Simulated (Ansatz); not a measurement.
**From C to Sn: the atomisation energy (no zero-point term)**

One atom is swapped for its congeners: C2H5S `[CH2]SC`; CH5GeS `C[S][GeH2]`; CH5SSn `C[S][SnH2]`. The Si member is missing. All are doublets with charge 0.

Shapes, held fixed at every level: PBE0-D4/def2-TZVP. Flexible molecules stand in one conformer, not always the lowest. Programs: Ansatz 0.2.0. Values in eV.

```
                level  C2H5S  CH5GeS  CH5SSn
    PBE-D4/def2-TZVPP  29.68   25.58   24.55
r2SCAN0-D4/def2-TZVPP  28.91   25.17   24.08
   wB97M-V/def2-TZVPP  29.10   25.25   24.30
    B2PLYP/def2-TZVPP  28.68   24.88   23.82
       MP2/def2-TZVPP  28.37   24.66   23.45
   CCSD(T)/def2-TZVPP  28.19   24.66   23.62
```

At CCSD(T)/def2-TZVPP the atomisation energy falls at every step, from 28.19 to 23.62 eV. Every level shows the same order. Open shells run unrestricted unless RO is named. For atoms past krypton def2 sets carry core potentials with scalar relativity. Relativity is left out for Ge unless named. Correlated rows may include outer-core shells of Ge, Sn, which these sets cover unevenly. Spin-orbit coupling, which grows down the group, is left out (summed over each molecule's free atoms 0.03, 0.15, 0.33 eV).
